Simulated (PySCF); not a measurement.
C3H6, charge +1, doublet, at a GFN2-xTB geometry (a state made from the parent by changing its charge; the spin is typed, not shown lowest). Base run: PBE0/3-21G in PySCF.

PySCF was given this input:
```python
from pyscf import gto, scf, dft

mol = gto.M(
    atom='''
C    -1.20737674    0.05679404   -0.23099301
C     0.08149985    0.01376709    0.43060907
C     1.30248053   -0.08335099   -0.14521574
H    -1.90844225   -0.68637557    0.17911264
H    -1.70998107    0.99470355    0.05610396
H    -1.14667474   -0.07339176   -1.30958177
H     0.04418095    0.06742610    1.52303029
H     1.50139258    0.26564072   -1.15435202
H     2.15990263   -0.49126387    0.37928506
''',
    basis='3-21g',
    charge=1,
    spin=1,
    verbose=4,
)

mf = dft.UKS(mol)
mf.xc = 'pbe0'
mf.kernel()
```

Each row names what was changed in the base input (with any setting that the change needs).

```csv
change,ΔE vs base (mEh),fitting functions
base,0.000,-
auxbasis = even-tempered beta=2.0,-5.084,207
"exchange = seminumerical (SGX) (with mf = sgx.sgx_fit(mf, auxbasis='def2-universal-jfit'); with mf.with_df.dfj = True)",-0.286,213
auxbasis = def2-svp-ri,-3.990,228
only_dfj = on; auxbasis = def2-universal-jfit,-0.287,213
auxbasis = def2-universal-jkfit,-0.135,333
auxbasis = cc-pvtz-ri,-0.111,423
auxbasis = def2-tzvp-ri,-0.155,318
auxbasis = cc-pvdz-jkfit,-0.072,348
auxbasis = autoaux,-4.827,261
```

A fitting set is made for a task (jfit for Coulomb, jkfit for Coulomb and exchange, ri for correlation) and for a family of orbital bases.

Open shells are given as the SCF converged; they aren't shown to be the lowest states, and a large step between rows can be another state.
